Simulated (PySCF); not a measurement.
**Isomerisation enthalpies of C3H7Br**

**The experiment to reproduce.**

CRC Handbook of Chemistry and Physics lists, for the gas at 298.15 K: enthalpy of formation of `CC(C)Br` (2-bromopropane) -99.4 kJ/mol; enthalpy of formation of `CCCBr` (n-propyl bromide) -87 kJ/mol.

The runs below try to reproduce these values; the comparison stands at the end.

Differences of these values give the isomerisation enthalpies. Geometries: PBE0-D3(BJ)/def2-SVP; runs in PySCF, gas phase, with a dispersion term only where the level names one. Total electronic energies (Eh):

```tsv
SMILES	PBE0-D3(BJ)/def2-SVP
CC(C)Br	-2691.86254
CCCBr	-2691.85935
```

Zero-point and thermal terms are left out, so the computed numbers are electronic energies.

**Comparison with experiment**

Relative to `CC(C)Br`, the lowest by measurement, in kJ/mol (measured: enthalpies at 298.15 K; computed: electronic energies):

```tsv
SMILES	measured	PBE0-D3(BJ)/def2-SVP
CC(C)Br	0.0	0.0
CCCBr	12.4	8.4
```

Measured values: -99.4 kJ/mol (298.15 K; CRC Handbook of Chemistry and Physics) for the first row; the others come from the same table. Unsigned miss: PBE0-D3(BJ)/def2-SVP 4.0 kJ/mol. One conformer stands for `CCCBr`, not necessarily the lowest, while the measurement averages over conformers. Where a level misses, the cause wasn't examined.

Conformer computed: `[CH3:1][CH2:2][CH2:3][Br:4]`: C1–C2–C3–Br4 64°.
